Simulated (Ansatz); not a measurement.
Cl3Sn (`[Cl][Sn]([Cl])[Cl]`) radical. Charge 0, multiplicity 2. Sn takes the def2 core potential.

(1) What are the harmonic wavenumbers in cm⁻¹ at PBE0-D4/def2-TZVP (Ansatz, finite differences of forces, unscaled)? (Estimate.)

(2) Is this a minimum?

(3) Give the ideal-gas thermochemistry at 298.15 K and 1 bar (rigid rotor, harmonic oscillator; point group C3v, symmetry number 3).

(4) And at 400, 500, 600, 800 and 1000 K?

Results:

(1) The calculation gave: 97, 97, 119, 346, 367, 367.

(2) Yes, all 6 modes are real.

(3) Zero-point energy 8.3 kJ/mol; H(298) − E = 26.7 kJ/mol; entropy 351.1 J/(mol·K), of which translation 176.4, rotation 112.4, vibration 56.5, electronic 5.8; G(298) − E = -78.0 kJ/mol. Modes under 100 cm⁻¹ are hindered rotations or soft bends, so the harmonic entropy is rough.

(4) 
| T (K) | H − E (kJ/mol) | S (J/mol/K) | G − E (kJ/mol) |
| --- | --- | --- | --- |
| 400 | 34.7 | 374.2 | -114.9 |
| 500 | 42.8 | 392.1 | -153.3 |
| 600 | 50.9 | 406.9 | -193.3 |
| 800 | 67.3 | 430.5 | -277.1 |
| 1000 | 83.7 | 448.9 | -365.1 |
